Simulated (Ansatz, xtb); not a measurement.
C6H6O: which of two isomers lies lower

We compare X, `O=C1C=CC=CC1`, a singlet, with Y, `O=C1C=CCC=C1`, a singlet. Both are isolated molecules in the gas phase, relaxed with B3LYP-D3(BJ)/def2-SVP.

Quicker runs give these differences E(Y) − E(X): GFN2-xTB +2.03 kcal/mol; HF/STO-3G −0.96 kcal/mol (at GFN2-xTB geometries); r2SCAN-D4/def2-SVP −0.66 kcal/mol (at GFN2-xTB geometries).

Question: Estimate which is lower in electronic energy at CCSD(T)/def2-SVP + ΔMP2/def2-TZVPP, and by roughly how much.

Answer: The CCSD(T)/def2-SVP + ΔMP2/def2-TZVPP calculation puts structure Y lower, by 1.65 kcal/mol.

How the difference moves with the method:

```
                             level               geometry  E(Y) − E(X) (kcal/mol)  departure from the last row (kcal/mol)  job, with rough time for the two
                          GFN2-xTB               GFN2-xTB                     +2.03                                   +3.68               optimisation, 0.4 s
                         HF/STO-3G               GFN2-xTB                     −0.96                                   +0.68               single point, 1.7 s
                r2SCAN-D4/def2-SVP               GFN2-xTB                     −0.66                                   +0.99                 single point, 9 s
             B3LYP-D3(BJ)/def2-SVP  B3LYP-D3(BJ)/def2-SVP                     −0.81                                   +0.84                optimisation, 75 s
                       HF/def2-SVP  B3LYP-D3(BJ)/def2-SVP                     −2.00                                   −0.35           part of the CCSD(T) run
                      MP2/def2-SVP  B3LYP-D3(BJ)/def2-SVP                     −1.12                                   +0.53           part of the CCSD(T) run
                  CCSD(T)/def2-SVP  B3LYP-D3(BJ)/def2-SVP                     −1.20                                   +0.45                      single point
CCSD(T)/def2-SVP + ΔMP2/def2-TZVPP  B3LYP-D3(BJ)/def2-SVP                     −1.65                                                     single point, 2.6 min
```

As drawn, both hold the same kinds of bond in the same numbers.

GFN2-xTB puts the two in the other order. The largest departure from CCSD(T)/def2-SVP + ΔMP2/def2-TZVPP is that of GFN2-xTB, 3.68 kcal/mol. The last row adds to CCSD(T) the change of the MP2 difference between the two basis sets, here −0.45 kcal/mol.

With thermal terms from frequencies at re-optimised GFN2-xTB minima (ideal gas, soft modes damped towards free rotors, one conformer each, 298.15 K, 1 atm): on the last row, ΔE + ΔZPE = −1.49, ΔH = −1.54, ΔG = −0.95 kcal/mol.

The correlated steps freeze 7 core orbitals. Codes used: Ansatz 0.2.0, xtb 6.7.1; the last row on 2 threads of Intel(R) Xeon(R) Processor @ 2.50GHz (Skylake/Cascade Lake) on a shared host.
